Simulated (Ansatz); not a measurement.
`[NH2][W](=[O])(=[S])[Cl]` + H₂O → `[O]=[W]([OH])(=[S])[Cl]` + NH₃ at 500 K and 1 bar (formal hydrolysis of a W–N bond).

Gas-phase electronic energies from Ansatz, PBE0-D4/def2-TZVP geometries. CCSD(T)/CBS adds triple-zeta CCSD(T) − MP2 to the extrapolated MP2 energy (def2 sets, frozen cores). This one scheme is used for every species. Elements past krypton have def2 core potentials. For W outer-core shells are correlated without core-valence functions, which leaves a few kJ/mol of doubt a bond. Each species was taken in one conformer, which may not be the lowest.

| species | CCSD(T)/CBS energy (Eh) | H − E (kJ/mol) | S (J/(mol·K)) |
| --- | --- | --- | --- |
| `[NH2][W](=[O])(=[S])[Cl]` | -1055.77782 | 127.8 | 417.5 |
| H₂O | -76.37941 | 73.2 | 206.3 |
| `[O]=[W]([OH])(=[S])[Cl]` | -1075.65295 | 93.2 | 411.3 |
| NH₃ | -56.50880 | 108.2 | 211.8 |

H − E and S are ideal-gas, rigid-rotor, harmonic terms from PBE0-D4/def2-TZVP, for one conformer and one mirror image of each species. 1 Eh = 2625.50 kJ/mol, R = 8.31446 J/(mol·K).

By hand: ΔE, ΔH, ΔS and ΔG.

ΔE = (-1075.65295) + (-56.50880) − (-1055.77782) − (-76.37941) = -0.00452 Eh = -11.9 kJ/mol. Δ(H − E) = 93.2 + 108.2 − 127.8 − 73.2 = 0.4, so ΔH = -11.5 kJ/mol. ΔS = 411.3 + 211.8 − 417.5 − 206.3 = -0.7 J/(mol·K). ΔG = -11.5 − 500 × (-0.7)/1000 = -11.2 kJ/mol.

By hand: the equilibrium constant, and the temperature at which ΔG would vanish if ΔH and ΔS stayed fixed.

log₁₀ K = −ΔG/(RT ln 10) = 1.2. ΔG = 0 at ΔH/ΔS = 16429 K, far beyond where these terms or the molecules hold.

The number of gas molecules stays the same, so ΔS is small and ΔH decides. A doubt of 5 kJ/mol in ΔE shifts log₁₀ K by 0.5 here. Other conformers and mirror images would add mixing entropy, several J/(mol·K) or more a flexible species. These are equilibria of isolated gas molecules and say nothing of rates. Largest T1 diagnostic: 0.022 (customary marks: 0.02 for closed shells, 0.045 for open ones).
